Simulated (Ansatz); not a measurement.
Consider the cleavage of the P–Al bond: `[SiH3][AlH][PH2]` + `OB(F)F` → `FB(F)OP` + `[AlH2][SiH3]`.

Program: Ansatz. Geometries: PBE0-D4/def2-TZVP. ΔE: electronic, gas phase. CCSD(T)/CBS is the MP2 limit (def2-TZVPP, def2-QZVPP) plus CCSD(T) − MP2 in def2-TZVPP, frozen cores. This one scheme is used for every species. DFT in def2-TZVPP. One conformer a species, not always the lowest.

CCSD(T)/CBS gives +0.90 eV.

(1) Another level gave +0.79 eV. Which?
A. CCSD(T)/def2-TZVPP
B. BLYP/def2-TZVPP
C. r2SCANh-D4/def2-TZVPP
D. LDA (SPW92)/def2-TZVPP

Largest T1 diagnostic among the species: 0.014.

Answers

(1) B. BLYP 0.79, r2SCANh-D4 0.95, LDA (SPW92) 1.00, CCSD(T)/def2-TZVPP 0.89 eV.

Leaving LDA and LC-ωPBE aside and taking each functional with its dispersion term where it has one, the values, not all of them listed here, spread over 0.25 eV, from CAM-B3LYP-D4 to PBE-D4. From BLYP to BHLYP (50 % exact exchange), in def2-TZVPP and without D4, ΔE moves by −0.04 eV. In def2-TZVPP, CCSD(T) changes the Hartree–Fock value by +0.25 eV (the triples alone add +0.04 eV) and MP2 by +0.29 eV.
